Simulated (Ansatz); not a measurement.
Gas-phase electronic energies from Ansatz, PBE0-D4/def2-TZVP geometries. CBS: MP2 limit from def2 TZ/QZ plus the TZ coupled-cluster correction, frozen cores. Functionals use def2-TZVPP. B3LYP here is the variant with VWN-RPA as its local correlation; programs differ in this.

Consider the isomerisation: `FC1([SiH3])O[SiH2]1` → `F[Si@@H]1O[C@H]1[SiH3]`.

```csv
level,ΔE (eV)
r2SCAN-D4,-2.18
B3LYP,-2.18
CCSD(T)/def2-TZVPP,-2.28
HF/CBS(def2),-2.39
```

Q: What does CCSD(T)/CBS give? (An estimate is asked.)

A: Computed: -2.31 eV. The listed levels differ from it by 0.13, 0.13, 0.03, -0.08 eV.

Largest T1 diagnostic among the species: 0.015.

From PBE to PBE0 (25 % exact exchange), in def2-TZVPP and without D4, ΔE moves by −0.12 eV.
